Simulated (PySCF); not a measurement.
**Ionisation energy of I²⁺ by level of theory**

I²⁺ [Kr] 4d10 5s2 5p3 (4S) → I³⁺ [Kr] 4d10 5s2 5p2 (3P), as a difference of total energies. Computed with PySCF 2.14 in x2c-QZVPPall (13s9p7d4f1g, 112 functions), with scalar relativity by spin-free X2C-1e. Correlated levels: valence: [Kr] 4d10 frozen; valence and next inner shell: [Ar] 3d10 frozen. The calculations carry no spin-orbit coupling.

```
                                method  ionisation energy (eV)  plus first-order spin-orbit estimate  error of that sum (eV)
                                   UHF                  29.861                                29.036                  -0.534
                                   LDA                  30.506                                29.682                  +0.112
                                   PBE                  30.292                                29.467                  -0.103
                                  PBE0                  30.408                                29.583                  +0.013
                                r2SCAN                  30.561                                29.736                  +0.166
                                  PW91                  30.366                                29.542                  -0.028
                               r2SCANh                  30.580                                29.755                  +0.185
                                B2PLYP                  30.261                                29.437                  -0.133
                                  ROHF                  29.926                                29.102                  -0.468
                         MP2 (valence)                  30.342                                29.517                  -0.053
                     SCS-MP2 (valence)                  30.212                                29.387                  -0.183
    MP2 (valence and next inner shell)                  30.600                                29.775                  +0.205
SCS-MP2 (valence and next inner shell)                  30.400                                29.575                  +0.005
```

Reference: 29.57 ± 0.025 eV (measured; NIST Atomic Spectra Database, ionization energies).

A first-order spin-orbit estimate (lowest level to lowest level, LS coupling) adds -0.825 eV.

Errors of the correlated levels include the incompleteness of this basis and the frozen core.
